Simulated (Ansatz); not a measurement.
Input for Ansatz (a first-principles code): U-CCSD(T)/def2-TZVPP on LiN+, 2S+1 = 4, a spin state set in the input, which need not be the lowest, a point of a bond scan (R = 2.225 Å). Charge +1.

Ansatz 0.2 input:
```yaml
crystal:
  periodic: [false, false, false]
  atoms:
    - {symbol: Li, position_ang: [0.00000000, 0.00000000, 0.00000000]}
    - {symbol: N, position_ang: [0.00000000, 0.00000000, 2.22471700]}
basis:
  gaussian:
    orbitals: def2-TZVPP
total_charge: 1
magnetization: {spin_polarized: true, initial_magnetization: 3}
correlation: {method: ccsd_t, electrons: valence}
output: {orbitals: {seedname: ./end}}
```

It printed:

```
WARN ansatz: RAYON_NUM_THREADS=2 ignored (pool sized by the plan → 2); use --threads N
Functional definition: HF
integrals: 0.02 GiB planned
339 factors; integrals over basis functions are off by at most 9.8e-4 eV
mean field: 0.07 GiB planned
mean field evaluation 1: about -1676.6492 eV, gradient 1.5e1 eV
mean field evaluation 2: about -1676.6513 eV, gradient 1.5e1 eV
mean field evaluation 4: about -1677.4733 eV, gradient 5.5e-1 eV
mean field evaluation 8: about -1677.4780 eV, gradient 2.3e-3 eV
mean field evaluation 16: about -1677.4780 eV, gradient 3.2e-6 eV
mean field -1677.47797818 eV, -61.6461786627 hartree, gradient 3.2e-6 eV, S^2 3.757320; 0 other end points of the search recorded, 0 dependent functions left out
1 core orbitals not correlated
reference -1677.47797818 eV, -61.6461786627 hartree; 5, 2 occupied and 44, 47 virtual orbitals, 339 factors
second order -3.39559829 eV of doubles, -0.00000000 eV of singles
coupled cluster: 0.10 GiB planned
cycle   1  -3.83355298 eV  change   -4.4e-1 eV  update   3.1e-2
cycle   2  -3.94571702 eV  change   -1.1e-1 eV  update   1.2e-2
cycle   3  -3.95012384 eV  change   -4.4e-3 eV  update   3.9e-3
cycle   4  -3.94981132 eV  change    3.1e-4 eV  update   1.0e-3
cycle   5  -3.95003041 eV  change   -2.2e-4 eV  update   3.1e-4
cycle   6  -3.95013558 eV  change   -1.1e-4 eV  update   9.9e-5
cycle   7  -3.95013311 eV  change    2.5e-6 eV  update   2.8e-5
cycle   8  -3.95012589 eV  change    7.2e-6 eV  update   9.1e-6
cycle   9  -3.95012576 eV  change    1.3e-7 eV  update   2.9e-6
perturbative correction -0.06325544 eV, -0.0023245944 hartree
Total energy: -1681.49135937 eV, -61.7936677011 hartree
```

The calculation finished and met its thresholds.

Cost: roughly 1.2 core-seconds.
